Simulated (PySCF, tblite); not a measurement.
C4H12OSi2.
Numbering: `[CH3:1][SiH2:2][CH2:3][O:4][C@@H:5]1[CH2:6][SiH2:7]1` (hydrogens: H8, H9, H10 on C1; H11, H12 on Si2; H13, H14 on C3; H15 on C5; H16, H17 on C6; H18, H19 on Si7)

Geometry (GFN2-xTB, Å), atoms numbered from 1 in this order:
```xyz
19
C4H12OSi2 angstrom
C      3.4499   -0.4066   -0.9482
Si     2.0090   -0.7105    0.2552
C      0.5322    0.3933   -0.2317
O     -0.4909    0.0926    0.6946
C     -1.6876    0.7685    0.4365
C     -2.9232    0.1266    1.0571
Si    -2.9003    0.0314   -0.8242
H      3.1801   -0.6495   -1.9724
H      3.7776    0.6293   -0.9317
H      4.3033   -1.0219   -0.6822
H      1.5761   -2.1107    0.1829
H      2.4153   -0.3765    1.6245
H      0.1714    0.1944   -1.2536
H      0.7721    1.4659   -0.1900
H     -1.5886    1.8503    0.5529
H     -2.7094   -0.7611    1.6353
H     -3.5914    0.7979    1.5781
H     -3.7608    0.9390   -1.5602
H     -2.5447   -1.2430   -1.4149
```

Jobs on this species (19 atoms, 72 electrons) with PySCF (density fitting) and tblite. Hardware of each: Arm Neoverse V1, one thread, no GPU, on a shared host. Other jobs ran on the host; a repeat could differ by tens of per cent or more.

| level and settings | work | basis functions | SCF cycles | wall time |
| --- | --- | --- | --- | --- |
| GFN2-xTB | Hessian by finite differences | – | – | 0.8 s |
| GFN2-xTB | L-BFGS relaxation | – | – | ? |
| PBE0/pcSseg-1 | shieldings, ring-centre shieldings, charges and field gradients, density and orbital grids written | 193 | 13 | 43 s |

**Question.** Fill in the missing figures.

**Answer.** 
- GFN2-xTB; L-BFGS relaxation: 1.6 s

**Question.** What do all jobs in the table cost together?

**Answer.** About 45 s; the longest takes about 95 % of that, and about 54 times as long as the shortest.
